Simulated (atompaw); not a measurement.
# Cutoff test, Te, PAW (atompaw)

```
Element                 : tellurium
Generator               : atompaw 4.2.0.5
Type                    : PAW
Functional              : PBEsol
Relativity              : scalar-relativistic
Frozen core             : [Kr]
Valence charge          : 16
Reference configuration : 4d10 5s2 5p3 (charge +1)
Partial waves           : 5s (bound): rc 1.85 bohr; 5s channel at -1.4 Ry: rc 1.85 bohr; 5p (bound): rc 1.85 bohr; 5p channel at 0.3 Ry: rc 1.70 bohr; 4d (bound): rc 1.85 bohr; 4d channel at -3 Ry: rc 1.15 bohr
Local potential         : troulliermartins scheme with l = 3 at 0 Ry, radius 1.75 bohr
Core correction         : smooth core density matched at 1.25 bohr
Augmentation charge     : besselshape compensation charge, radius 1.16 bohr; PAW radius 1.85 bohr; waves and projectors: custom rrkj gramschmidtortho
```

The pseudo-atom Hamiltonian at the reference potential is diagonalised in spherical Bessel functions j_l(qr) that vanish at 20 bohr, with q² up to the cutoff. All-electron valence levels (Ry): 5s -1.7278, 5p -1.0082, 4d -3.7209.

Question: How do the lowest levels (Ry) of each channel move with the cutoff, and are there ghosts?

Answer:

| cutoff (Ry) | s #1 | s #2 | s #3 | p #1 | p #2 | p #3 | d #1 | d #2 | f #1 | f #2 | Σ f·Δε (mRy) |
| --- | --- | --- | --- | --- | --- | --- | --- | --- | --- | --- | --- |
| 8 | -1.7247 | -0.3585 | -0.1203 | -0.9819 | -0.2137 | -0.0686 | -2.5713 | -0.1950 | -0.0565 | 0.0341 | 11580.6 |
| 12 | -2.2000 | -1.7252 | -0.3556 | -1.0034 | -0.2202 | -0.0718 | -3.3140 | -0.2166 | -0.0566 | 0.0337 | 4088.8 |
| 18 | -9.5745 | -1.7272 | -0.3560 | -1.0081 | -0.2221 | -0.0727 | -3.6449 | -0.2293 | -0.0566 | 0.0333 | 761.7 |
| 25 | -13.6792 | -1.7277 | -0.3561 | -1.0082 | -0.2223 | -0.0728 | -3.7083 | -0.2333 | -0.0567 | 0.0330 | 126.7 |
| 35 | -16.5128 | -1.7278 | -0.3561 | -3.8554 | -1.0082 | -0.2222 | -3.7205 | -0.2364 | -0.0568 | 0.0325 | 4.3 |
| 45 | -17.1840 | -1.7278 | -0.3561 | -6.3956 | -1.0082 | -0.2222 | -3.7206 | -0.2404 | -0.0569 | 0.0321 | 2.8 |
| 55 | -17.3312 | -1.7278 | -0.3561 | -7.0367 | -1.0083 | -0.2222 | -3.7208 | -0.2505 | -0.0570 | 0.0319 | 0.8 |
| 70 | -17.3526 | -1.7279 | -0.3561 | -7.2802 | -1.0083 | -0.2222 | -3.7208 | -0.2662 | -0.0570 | 0.0318 | 0.5 |
| 400 | -17.3596 | -1.7279 | -0.3561 | -7.3069 | -1.0083 | -0.2223 | -3.7209 | -0.2710 | -0.0570 | 0.0318 | 0.0 |

Result: ghost states, extra bound levels that the all-electron valence spectrum of the same l lacks: s at -236.2 eV, p at -99.4 eV (a true bound ghost makes a file unfit for plane-wave use); 10 mRy is reached at 35 Ry and 1 mRy at 55 Ry.
